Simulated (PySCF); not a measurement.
Si(F)2(NH2)2 (F2H4N2Si), SMILES N[Si](N)(F)F.

Coordinates come from a PBE-D3(BJ)/def2-SVP optimisation. The values are those of a single conformer.

These are PySCF with PBE-D3(BJ)/def2-SVP values and carry that method's errors.

Frequencies are harmonic and unscaled.

Task: List the normal modes with their intensities. (An estimate is asked for; the answer gives what the named calculation found.)

Result: 
```json
[
 {"mode": "1", "ν (cm⁻¹)": "204", "IR (km/mol)": "11.0", "moving atoms (share of kinetic energy)": "N 39 %, F 31 %, H 30 %"},
 {"mode": "2", "ν (cm⁻¹)": "213", "IR (km/mol)": "4.3", "moving atoms (share of kinetic energy)": "F 49 %, H 27 %, N 24 %"},
 {"mode": "3", "ν (cm⁻¹)": "228", "IR (km/mol)": "1.0", "moving atoms (share of kinetic energy)": "H 90 %"},
 {"mode": "4", "ν (cm⁻¹)": "315", "IR (km/mol)": "4.1", "moving atoms (share of kinetic energy)": "H 38 %, F 30 %, Si 17 %, N 15 %"},
 {"mode": "5", "ν (cm⁻¹)": "330", "IR (km/mol)": "9.1", "moving atoms (share of kinetic energy)": "F 53 %, Si 19 %, N 15 %, H 13 %"},
 {"mode": "6", "ν (cm⁻¹)": "342", "IR (km/mol)": "72.0", "moving atoms (share of kinetic energy)": "H 34 %, F 30 %, Si 19 %, N 17 %"},
 {"mode": "7", "ν (cm⁻¹)": "372", "IR (km/mol)": "170.4", "moving atoms (share of kinetic energy)": "H 69 %, N 28 %"},
 {"mode": "8", "ν (cm⁻¹)": "379", "IR (km/mol)": "192.7", "moving atoms (share of kinetic energy)": "H 46 %, N 39 %, F 9 %"},
 {"mode": "9", "ν (cm⁻¹)": "412", "IR (km/mol)": "14.7", "moving atoms (share of kinetic energy)": "H 81 %, N 12 %"},
 {"mode": "10", "ν (cm⁻¹)": "728", "IR (km/mol)": "6.4", "moving atoms (share of kinetic energy)": "F 50 %, N 41 %, H 9 %"},
 {"mode": "11", "ν (cm⁻¹)": "773", "IR (km/mol)": "5.6", "moving atoms (share of kinetic energy)": "H 68 %, N 17 %, F 13 %"},
 {"mode": "12", "ν (cm⁻¹)": "792", "IR (km/mol)": "1.9", "moving atoms (share of kinetic energy)": "H 68 %, N 29 %"},
 {"mode": "13", "ν (cm⁻¹)": "901", "IR (km/mol)": "163.4", "moving atoms (share of kinetic energy)": "Si 46 %, F 30 %, N 17 %"},
 {"mode": "14", "ν (cm⁻¹)": "949", "IR (km/mol)": "203.3", "moving atoms (share of kinetic energy)": "Si 50 %, F 19 %, N 19 %, H 12 %"},
 {"mode": "15", "ν (cm⁻¹)": "967", "IR (km/mol)": "224.3", "moving atoms (share of kinetic energy)": "Si 51 %, N 25 %, H 13 %, F 11 %"},
 {"mode": "16", "ν (cm⁻¹)": "1479", "IR (km/mol)": "101.0", "moving atoms (share of kinetic energy)": "H 87 %, N 12 %"},
 {"mode": "17", "ν (cm⁻¹)": "1483", "IR (km/mol)": "26.4", "moving atoms (share of kinetic energy)": "H 88 %, N 11 %"},
 {"mode": "18", "ν (cm⁻¹)": "3516", "IR (km/mol)": "56.5", "moving atoms (share of kinetic energy)": "H 96 %"},
 {"mode": "19", "ν (cm⁻¹)": "3517", "IR (km/mol)": "9.7", "moving atoms (share of kinetic energy)": "H 96 %"},
 {"mode": "20", "ν (cm⁻¹)": "3616", "IR (km/mol)": "33.7", "moving atoms (share of kinetic energy)": "H 91 %, N 9 %"},
 {"mode": "21", "ν (cm⁻¹)": "3618", "IR (km/mol)": "43.1", "moving atoms (share of kinetic energy)": "H 91 %, N 9 %"}
]
```
